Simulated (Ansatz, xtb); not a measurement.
Stretching the Ga1–H2 bond in BrGaH2 (SMILES [GaH2][Br]) (multiplicity 1 held, fragments rigid). Energies count from the point at 1.557 Å.
Geometry at that point (charge 0, multiplicity 1):
```xyz
4

Ga    -0.6273    -0.9764     0.1564
H     -0.0705    -1.9594     1.2286
H     -1.8960    -1.1018    -0.7382
Br     0.6118     0.9523    -0.1525
```

U- levels take the lowest unrestricted solution at each point, which mixes spins at long bonds. Active spaces are followed from a long bond inwards. Levels need not reach the same state.

Cores are frozen in the correlated methods. Filled d and f shells under p-block atoms count as core.

The values were computed with Ansatz (an electronic-structure program) with Gaussian orbitals; xtb for the GFN methods. Values without a source in brackets are computed. The GFN methods have no spin term and hold the electronic entropy of 300 K.

Energies in kcal/mol.

```csv
R (Å),GFN2-xTB,U-HF/cc-pVDZ,U-SCS-MP2/cc-pVDZ,"FIC-MRCISD+Q on CASSCF(2,2)/cc-pVDZ"
1.246,24.1,28.3,28.9,29.1
1.402,3.7,5.6,6.0,6.1
1.557,0.0,0.0,0.0,0.0
1.713,2.4,3.6,3.1,2.8
1.869,7.2,12.0,10.9,10.0
2.103,16.4,28.6,26.3,24.2
2.336,26.7,44.4,48.7,38.5
2.726,44.0,56.6,68.5,57.6
3.115,59.2,60.8,74.9,69.3
3.582,73.0,62.4,77.2,75.7
4.205,83.6,62.8,77.9,78.3
4.984,88.0,62.9,78.1,78.9
```

Doubts at one or more of the structures used: a spin-contaminated determinant (U-HF/cc-pVDZ, U-SCS-MP2/cc-pVDZ).
